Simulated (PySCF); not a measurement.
TDDFT excited states: CH7Cl2Ge2N

Compound: CH₇Cl₂Ge₂N.
SMILES with atom numbers: `[Cl:1][CH:2]([Cl:3])[GeH2:4][NH:5][GeH3:6]` (hydrogens: H7 on C2; H8, H9 on Ge4; H10 on N5; H11, H12, H13 on Ge6)

Cartesian coordinates in Å at the PBE0-D3(BJ)/def2-SVP level; atoms count from 1:
```xyz
13
CH7Cl2Ge2N angstrom
Cl     2.1744    1.5490   -1.0682
C      1.8826    0.6387    0.4358
Cl     0.9249    1.5908    1.6020
Ge     0.8785   -1.0213   -0.0105
N     -0.6757   -0.5865   -0.8467
Ge    -2.1458    0.1904   -0.0511
H      2.8620    0.4628    0.8992
H      1.7577   -1.8487   -0.9642
H      0.5599   -1.7414    1.3087
H     -0.5593   -0.3615   -1.8313
H     -2.1522   -0.3005    1.4048
H     -3.4038   -0.3008   -0.7963
H     -2.1063    1.7312   -0.0988
```

Computed with PySCF, TDDFT wB97X-D/def2-SVPD, vertical, gas phase, core orbitals frozen in the response. Relativistic effects, spin–orbit coupling among them, are left out although an element past zinc is present.

Task: What does the calculation give for the low-lying excited states?

Result: 

| state | λ (nm) | E (eV) | f | main configurations (H = HOMO, L = LUMO) |
| --- | --- | --- | --- | --- |
| S1 | 205.7 | 6.03 | 0.0007 | H→L (74%) |
| S2 | 196.2 | 6.32 | 0.029 | H→L+1 (62%), H-1→L (27%) |
| S3 | 179.7 | 6.90 | 0.0047 | H→L+3 (31%), H-1→L+3 (15%), H-2→L (12%) |
| S4 | 176.1 | 7.04 | 0.0014 | H-1→L (39%), H→L+1 (18%), H→L (14%) |
| S5 | 174.0 | 7.13 | 0.041 | H→L+2 (70%) |
| S6 | 172.5 | 7.19 | 0.028 | H-2→L (48%), H-2→L+1 (10%) |
| S7 | 165.0 | 7.51 | 0.0078 | H-3→L (35%), H→L+5 (12%) |
| S8 | 164.6 | 7.53 | 0.0072 | H→L+4 (40%), H→L+3 (26%), H→L+8 (8%) |
| S9 | 163.7 | 7.57 | 0.0062 | H-4→L (32%), H→L+4 (19%) |
| S10 | 162.7 | 7.62 | 0.0004 | H→L+5 (30%), H-1→L+1 (25%) |

Triplets, Tamm–Dancoff:

```
state  E (eV)  λ (nm)  main configurations (H = HOMO, L = LUMO)
   T1    5.59   221.8      H→L (59%), H-1→L (21%), H-1→L+1 (8%)
   T2    5.84   212.2                  H→L+1 (59%), H-1→L (19%)
   T3    6.28   197.4   H→L+3 (20%), H-1→L+3 (19%), H-2→L (16%)
   T4    6.46   192.0   H-2→L (46%), H-2→L+1 (10%), H-4→L (10%)
```

The lowest singlet lies at 6.03 eV (206 nm, ultraviolet) and is very weak; its leading configuration is HOMO→LUMO (74%). The strongest level in the table is S5 at 7.13 eV (174 nm, f = 0.041). Löwdin shares by element: HOMO nitrogen 48%, germanium 18%, carbon 10% (atoms not listed hold the other 24%); LUMO chlorine 46%, carbon 17%, germanium 13% or more (atoms not listed hold the other 24%). The oscillator strengths of these states sum to 0.126; summed over the whole spectrum of an exact calculation they would give the number of electrons, 118 (Thomas–Reiche–Kuhn). Of the 10 states listed, 3 reach f = 0.01 and 1 stays under 0.0005. Orbital energies (eV): HOMO-3 -11.14, HOMO-2 -10.73, HOMO-1 -10.18, HOMO -9.15, LUMO 1.22, LUMO+1 1.70, LUMO+2 1.82. The vertical ionisation energy (ΔSCF) is 9.19 eV, 1.57 eV above S10. Only the lowest 10 singlets were computed, as vertical energies without vibronic structure.

One conformer stands for the species.
